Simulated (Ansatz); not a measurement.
Ideal-gas functions of Cl3FGe, SMILES `[F][Ge]([Cl])([Cl])[Cl]` at 400 K and 1 bar, from an Ansatz frequency run at PBE0-D4/def2-TZVP.

Molar mass 197.97 g/mol, point group C3v (symmetry number 3), electronic degeneracy 1, moments of inertia 306.927, 306.938, 428.494 u Å². Harmonic wavenumbers (cm⁻¹, unscaled): 133, 133, 171, 214, 214, 417, 477, 477, 742.

Use S(trans) = R[1.5 ln M + 2.5 ln T − 1.1517]; rotational temperatures θ = 24.2544 K / I; S(rot) = R[ln(√π/σ · √(T³/θAθBθC)) + 1.5]; for each mode x = 1.438777 ν̃/T, S = R[x/(eˣ − 1) − ln(1 − e⁻ˣ)] and H = RT x/(eˣ − 1); 1 cm⁻¹ = 0.0119627 kJ/mol; R = 8.31446 J/(mol·K).

By hand: the entropy, in J/(mol·K).

Translation 180.9. Rotation: θ = 0.079, 0.079, 0.0566 K, giving 115.9. Vibration, mode by mode: 14.52, 14.52, 12.49, 10.69, 10.69, 5.68, 4.78, 4.78, 2.25, in all 80.4. Electronic 0.0. Sum 377.2 J/(mol·K).

By hand: H − E and G − E in kJ/mol, counted from the electronic energy.

Zero-point energy ½ × 2978 × 0.0119627 = 17.8; thermal vibration 16.6; translation, rotation and pV give 4 RT = 13.3. H − E = 47.7 kJ/mol, and G − E = 47.7 − 400 × 377.2/1000 = -103.2 kJ/mol.

Vibration gives 21 % of the entropy, 29.0 J/(mol·K) of it from the modes under 150 cm⁻¹: soft modes count most, and the harmonic formula is weakest for them.
